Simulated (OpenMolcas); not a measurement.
## Ca⁺: CASPT2 settings compared

```json
{"Program": "OpenMolcas", "Basis": "ANO-RCC-VQZP [7s6p3d2f1g]", "Scalar Hamiltonian": "DKH4, point nucleus", "Active space": "1 electron in 4 orbitals (4s 4p)", "State averaging": "2S+1 = 2 even, 1 root; 2S+1 = 2 odd, 3 roots", "Spin-orbit coupling": "state interaction with AMFI integrals over the reference wave functions, term energies averaged over their components"}
```

Methods on the same reference wave functions:
A. CASSCF
B. SS-CASPT2, IPEA 0.4 Eh, sigma1 regulariser 0.25 Eh (closed shells correlated: 2s 2p 3s 3p)
C. XMS-CASPT2, IPEA 0.2 Eh, sigma1 regulariser 0.25 Eh (closed shells correlated: 2s 2p 3s 3p)

Energies in cm-1 above 4s 2S 1/2, the measured ground level; measured values from NIST Handbook of Basic Atomic Spectroscopic Data.

```tsv
Level	A	B	C	Measured
4s 2S 1/2	0.0	0.0	0.0	0.0
4p 2P* 1/2	23557	25180	25140	25192
4p 2P* 3/2	23716	25340	25300	25414
```

Deviations, from unrounded energies. A percentage is the sum of absolute deviations over the sum of measured energies, with the sign that they share, or ± where signs differ.

```json
{"Against measurement": "mean absolute deviation (cm-1)", "Levels": "2", "A": "1700", "B": "43", "C": "83"}
{"Against measurement": "other configurations (%)", "Levels": "2", "A": "-6.6", "B": "-0.2", "C": "-0.3"}
```

B lies closest to measurement on these levels and A furthest from it. The largest miss of B in the table is 4p 2P* 3/2, by -74 cm-1. The ranking rests on the paired levels alone, and a cruder setting can come out closer through cancelling errors.

Between B and C the level of the table that moves most is 4p 2P* 1/2, by 40 cm-1 (lowest in C, highest in B).

The lowest spin-free term lies below A's lowest term by 0.303 hartree in B, 0.304 hartree in C.

ANO sets are built for ground and valence states and can reach diffuse excited orbitals poorly. With one active electron the reference holds no correlation, so core polarisation is missing (holds for A). With one active electron, CASPT2 adds the correlation within the correlated inactive shells and between them and that electron, and leaves the splitting within a term as the reference gives it (holds for B; C). Measured partners are found by configuration, term and J. A level has none where our copy of the source lacks it or the pairing is in doubt (some pairs that miss far off the trend of their configuration count as doubtful), and it then counts in no deviation. Levels of configurations outside the active space are missing.

* marks odd parity.
